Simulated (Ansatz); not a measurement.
# Relative stability

Two relaxed structures of BGeH3S, singlet (PBE0-D4/def2-TZVP; forces vanish, vibrations not checked).

A:

```
6
angstrom
B 0.0187 -0.6875 0.1269
S 1.3347 -1.5419 0.9468
Ge -0.2064 1.3541 -0.0622
H -0.8896 -1.3272 -0.3299
H 0.4422 1.2369 -1.5146
H 0.9326 -2.8175 0.7900
```

B:

```json
{"atom": "B1", "x (Å)": "-0.6755", "y (Å)": "-0.9896", "z (Å)": "-0.1627"}
{"atom": "S2", "x (Å)": "0.8978", "y (Å)": "-1.3039", "z (Å)": "0.5181"}
{"atom": "Ge3", "x (Å)": "0.1707", "y (Å)": "0.8221", "z (Å)": "-0.0250"}
{"atom": "H4", "x (Å)": "-1.6214", "y (Å)": "-1.6299", "z (Å)": "-0.4757"}
{"atom": "H5", "x (Å)": "1.0925", "y (Å)": "1.4160", "z (Å)": "-1.0956"}
{"atom": "H6", "x (Å)": "0.1358", "y (Å)": "1.6853", "z (Å)": "1.2409"}
```

Ansatz 0.2.0; basis: def2-TZVPP; cores frozen in the correlated methods. Filled d shells of the heavier atoms are correlated. The def2 sets are not built for correlating such inner shells, so the correlated values are less sure here. B3LYP uses VWN-RPA correlation.

(1) Which structure is lower at CCSD(T), and by how much? (To be estimated.)

The T1 diagnostic stays at or below 0.016. The restricted Hartree–Fock reference is unstable towards an unrestricted one at one or more of these structures.

## Answers

(1) Computed: B, by 24.22 kcal/mol (electronic energy, against the other). By their contacts, A is BGeH₃S ([SH][BH][GeH]) and B is BGeH₃S ([BH]1[S][GeH2]1).

All methods give the same order:

```tsv
method	E(B) − E(A) (kcal/mol)
PBE-D4	-22.30
r2SCAN-D4	-25.38
PBE0-D4	-23.09
B3LYP-D4	-18.34
wB97M-V	-20.69
HF	-15.93
MP2	-28.57
CCSD	-22.14
CCSD(T)	-24.22
```

Labels in which every atom is bracketed show which atoms are joined, not bond orders.

For scale, one of the runs: CCSD(T)/def2-TZVPP, 163 basis functions, launched by `ansatz run in.yaml --threads 2 --pin off --events-out ev --progress --plain --max-ram 4352MiB`. Hardware: 2 CPU threads of an Arm Neoverse V1, shared host. Wall time 42 s; peak host memory 1.2 GiB.
